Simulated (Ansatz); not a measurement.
This geometry of C$_{3}$H$_{12}$N$_{2}$Si (18 atoms, charge 0, multiplicity 1) is a first-order saddle point.

Computed with Ansatz 0.2.0, RKS r2SCANh-D4/6-31G*.

```xyz
18
Properties=species:S:1:pos:R:3
C -2.110 -1.877 -0.121
C -1.115 -0.920 0.528
C -0.171 -0.261 -0.489
Si 1.083 0.910 0.292
N 0.712 2.480 -0.343
N 2.726 0.476 -0.020
H -2.743 -1.353 -0.846
H -1.586 -2.675 -0.659
H -2.764 -2.345 0.622
H -0.524 -1.459 1.280
H -1.663 -0.144 1.081
H 0.383 -1.043 -1.026
H -0.761 0.269 -1.250
H 0.997 0.780 1.781
H -0.243 2.701 -0.590
H 1.189 3.300 0.006
H 3.403 0.509 0.727
H 3.150 0.664 -0.918
```

Problem. Which two structures does it join? (They come from a converged band through this point; their orientation in space is the band's.)

Solution. No bond is made or broken. The dihedral H13–C3–Si4–N6 goes from -179 to -58°.

Initial state:

```xyz
18
Properties=species:S:1:pos:R:3
C -1.912 -2.003 -0.130
C -0.789 -1.142 0.440
C -0.527 0.125 -0.381
Si 0.869 1.179 0.314
N 1.062 2.496 -0.785
N 2.419 0.437 0.463
H -2.854 -1.443 -0.164
H -1.680 -2.321 -1.152
H -2.079 -2.903 0.473
H 0.134 -1.735 0.494
H -1.031 -0.865 1.475
H -0.287 -0.148 -1.419
H -1.449 0.724 -0.434
H 0.518 1.507 1.734
H 0.253 2.897 -1.239
H 1.756 3.204 -0.589
H 2.664 -0.068 1.301
H 2.894 0.068 -0.349
```

Final state:

```xyz
18
Properties=species:S:1:pos:R:3
C -2.158 -1.747 -0.181
C -1.314 -0.571 0.304
C 0.105 -0.571 -0.280
Si 1.216 0.796 0.384
N 0.480 2.282 -0.094
N 2.842 0.865 -0.186
H -2.252 -1.735 -1.272
H -1.695 -2.699 0.101
H -3.167 -1.725 0.245
H -1.260 -0.590 1.401
H -1.825 0.365 0.042
H 0.585 -1.535 -0.059
H 0.054 -0.502 -1.377
H 1.380 0.552 1.854
H -0.527 2.363 -0.116
H 0.906 3.154 0.190
H 3.562 0.321 0.266
H 3.033 0.988 -1.171
```

Problem. How far does it lie above each of them?

Solution. 1.7 kcal/mol above the first and 1.5 kcal/mol above the second. This is the barrier of this one path; another mechanism may lie lower.

The run took 6.3 min on 2 threads of Arm Neoverse V2, on a shared host, peak memory 0.34 GiB.
